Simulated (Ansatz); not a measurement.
System: C2N, charge 0, multiplicity 2. It need not be the lowest isomer of its formula. SMILES: [C][N][C]
Geometry: optimised at B3LYP-D3(BJ)/def2-TZVP (Ansatz, an electronic-structure program).

Property: atomisation energy (electronic, to ground-state atoms), in eV. Valence correlation only, unless marked. UHF or UKS for open shells. Spin-orbit coupling is left out. No relativistic terms. The coupled-cluster limit lacks core correlation, which all-electron functionals hold. CBS(X,Y): correlation extrapolated as X^-3; Hartree-Fock from the larger set.

```json
[
 {"level": "HF/6-31G", "program": "Ansatz", "atomisation energy (eV)": "6.12"},
 {"level": "HF/aug-cc-pVQZ", "program": "Ansatz", "atomisation energy (eV)": "7.78"},
 {"level": "SVWN5/def2-TZVPD", "program": "Ansatz", "atomisation energy (eV)": "15.72"},
 {"level": "r2SCAN-D4/def2-TZVPD", "program": "Ansatz + dftd4", "atomisation energy (eV)": "13.01"},
 {"level": "B3LYP-D4/def2-TZVPD", "program": "Ansatz + dftd4", "atomisation energy (eV)": "13.19"},
 {"level": "B3LYP/def2-TZVPD", "program": "Ansatz", "atomisation energy (eV)": "13.12"},
 {"level": "PBE0/6-31G*", "program": "Ansatz", "atomisation energy (eV)": "13.05"}
]
```

### Question
Estimate the value at CCSD(T)/CBS(cc-pVTZ,cc-pVQZ) as computed with Ansatz.

### Answer
12.76 eV
